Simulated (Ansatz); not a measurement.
Reaction (ligand exchange at a W–O bond): `C[O][W](=[O])(=[S])[Cl]` + H–F → `[O]=[W]([F])(=[S])[Cl]` + CH₃OH

Gas-phase electronic energies from Ansatz, PBE0-D4/def2-TZVP geometries. CBS: MP2 limit from def2 TZ/QZ plus the TZ coupled-cluster correction, frozen cores. This one scheme is used for every species. DFT in def2-TZVPP. def2 core potentials past Kr. For W outer-core shells are correlated without core-valence functions, which leaves a few kJ/mol of doubt a bond. One conformer a species, not always the lowest.

(1) Is it downhill or uphill in electronic energy at CCSD(T)/CBS, and by how much? (Estimate.)

(2) What do these levels give: B97M-V, revPBE, BHLYP, CCSD(T)/def2-SVP, SCS-MP2/def2-TZVPP, CCSD(T)/def2-TZVPP? (An estimate is asked.)

Largest T1 diagnostic among the species: 0.022, so the coupled-cluster value is less sure than usual.

Results:

(1) The calculation gave: Uphill: ΔE = +10.2 kJ/mol.

(2) Computed: B97M-V -6.9, revPBE -11.3, BHLYP -3.4, CCSD(T)/def2-SVP 7.1, SCS-MP2/def2-TZVPP 10.5, CCSD(T)/def2-TZVPP 10.8 kJ/mol.

From r2SCAN to r2SCAN0 (25 % exact exchange), in def2-TZVPP and without D4, ΔE moves by +3.9 kJ/mol. At CCSD(T), def2-SVP lies −3.2 kJ/mol from the extrapolated value and def2-TZVPP +0.6 kJ/mol. In def2-TZVPP, CCSD(T) changes the Hartree–Fock value by +14.1 kJ/mol (the triples alone add +2.7 kJ/mol) and MP2 by +20.9 kJ/mol.
